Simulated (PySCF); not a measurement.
Heteronuclear NMR

Geometry:
```tsv
atom	x (Å)	y (Å)	z (Å)
C1	-1.879	0.176	-0.380
C2	-0.567	0.168	0.387
Si3	0.902	1.289	-0.138
C4	1.700	-0.431	0.106
C5	0.310	-1.077	0.176
F6	0.197	-1.998	1.198
H7	-2.416	1.106	-0.205
H8	-1.698	0.083	-1.450
H9	-2.514	-0.652	-0.067
H10	-0.781	0.256	1.455
H11	1.294	2.364	0.767
H12	0.845	1.728	-1.532
H13	2.346	-0.850	-0.661
H14	2.206	-0.541	1.063
H15	0.049	-1.614	-0.741
```

Level of theory: geometry: GFN2-xTB, PBE0/pcSseg-1 with gauge-including orbitals, in PySCF 2.14.0 with density-fitted response routines (single conformer, gas phase, one averaged value for each set of equivalent atoms, relativity neglected).

**Question.** Predict the ¹⁹F NMR data.

**Answer.** 
```json
{"atoms": "F6", "environment": "fluorine on an sp3 carbon", "σ (ppm)": "332.5", "δ (ppm)": "-139.4"}
```

Shieldings were converted by a linear fit to measured shifts: ¹⁹F: δ = 146.13 − 0.903σ +14.6 on sp3 carbon (rms 6.0 ppm, 223 shifts, 7.0 ppm with the 5 outliers that the fit left out vs CFCl3, solution or neat liquid). A few per cent of atoms miss by over 2 rms, more outside the fitted compound classes.

On a 300 MHz spectrometer ¹⁹F resonates near 282.3 MHz, so 1 ppm is 282.3 Hz.

**Question.** What are the ²⁹Si shifts?

**Answer.** 
```
atoms                                       environment  σ (ppm)  δ (ppm)
  Si3  silicon bonded to 2 C, 2 H, in a 4-membered ring    407.3    -54.8
```

Shieldings were converted by a linear fit to measured shifts: ²⁹Si: δ = 279.94 − 0.822σ (rms 8.9 ppm, 72 shifts, 25.8 ppm with the 6 outliers that the fit left out vs TMS, solution or neat liquid). Occasional misses reach two or three times the rms, and more in compound classes unlike the fitted ones.

On a 600 MHz spectrometer ²⁹Si resonates near 119.2 MHz, so 1 ppm is 119.2 Hz.
